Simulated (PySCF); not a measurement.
**Where the electron goes**

Si(OMe)2Cl2, C2H6Cl2O2Si.
Geometry (PBE0-D3(BJ)/def2-SVP, Å), atoms numbered from 1 in this order:
```xyz
13
C2H6Cl2O2Si angstrom
Si    -0.2068    0.0075   -0.1538
O     -0.2022    0.0084    1.4710
C     -1.3224    0.0206    2.3197
H     -1.9086    0.9459    2.1956
H     -0.9659   -0.0309    3.3582
H     -1.9799   -0.8445    2.1311
O      1.3473   -0.0330   -0.6284
C      1.8078   -0.0439   -1.9564
H      1.4192   -0.9157   -2.5092
H      2.9047   -0.1004   -1.9379
H      1.5105    0.8741   -2.4909
Cl    -1.1452    1.6803   -0.8904
Cl    -1.2276   -1.6204   -0.8864
```

Method: TDDFT PBE0/def2-SVPD, vertical, gas phase, core orbitals frozen in the response (PySCF 2.14.0, density-fitted response routines).

Kohn–Sham orbitals with the atoms that hold most of them (Löwdin shares over 4%, at most four atoms; ? is withheld):

| orbital | ε (eV) | atoms |
| --- | --- | --- |
| HOMO-3 | -9.50 | O7 20%, O2 19%, Cl13 18%, Cl12 10% |
| HOMO-2 | -9.38 | O7 22%, O2 22%, Cl12 15%, Cl13 14% |
| HOMO-1 | -8.93 | ? |
| HOMO | ? | ? |
| LUMO | 0.00 | Si1 24%, Cl13 23%, Cl12 23%, O2 6% |
| LUMO+1 | 0.90 | C3 14%, Cl12 13%, Cl13 13%, Si1 9% |
| LUMO+2 | 0.95 | C8 17%, Cl12 12%, Cl13 12%, C3 11% |

Question: Give the leading atoms of the HOMO-1.

Answer: Cl13 (bonded to Si) 24%; Cl12 (bonded to Si) 24%; O2 (bonded to C and Si) 21%; O7 (bonded to C and Si) 14%. By element: chlorine 48%, oxygen 35%.

Question: Which atoms hold the HOMO, and with what shares?

Answer: O7 (bonded to C and Si) 33%; O2 (bonded to C and Si) 25%; C8 (bonded to O and 3 H) 8%; C3 (bonded to O and 3 H) 6%. By element: oxygen 58%, carbon 15%.

Question: What is the HOMO energy, and the HOMO–LUMO gap?

Answer: ε(HOMO) = -8.83 eV; the gap is 8.82 eV (0.3243 hartree).

Question: The HOMO–LUMO gap is 8.82 eV. Where does the response calculation put the lowest singlet, and from which orbitals?

Answer: S1 is at 7.59 eV (f = 0.0000), 1.24 eV below the gap, made of HOMO→LUMO (94%). Without the coupling terms of the response equations the lowest excitation would equal the gap.

Question: Give energy, strength and leading configuration of S1, S2, S3 and S7, and follow the Löwdin shares of the leading atoms from the occupied to the empty orbital.

Answer: 
- S1 (7.59 eV, f 0.0000), HOMO→LUMO (94%): O7 33% → at most 6%, O2 25% → 6%, Si1 at most 7% → 24%, Cl13 at most 7% → 23%
- S2 (7.65 eV, f 0.0028), HOMO-1→LUMO (93%): Cl13 24% → 23%, Cl12 24% → 23%, Si1 at most 14% → 24%
- S3 (8.17 eV, f 0.057), HOMO-2→LUMO (93%): O7 22% → at most 6%, O2 22% → 6%, Si1 at most 14% → 24%, Cl13 14% → 23%
- S7 (8.54 eV, f 0.0002), HOMO→LUMO+1 (77%): O7 33% → at most 9%, O2 25% → at most 9%, C3 6% → 14%, Cl12 at most 7% → 13%

Löwdin shares depend on the basis, the more so with diffuse functions.

The run took 41 s of wall time (grids of density and orbitals included) on one thread, Arm Neoverse V2 (aarch64), shared host with 192 logical CPUs at a one-minute load of 47, and the process peaked at 0.91 GiB of memory.

One conformer stands for the species.
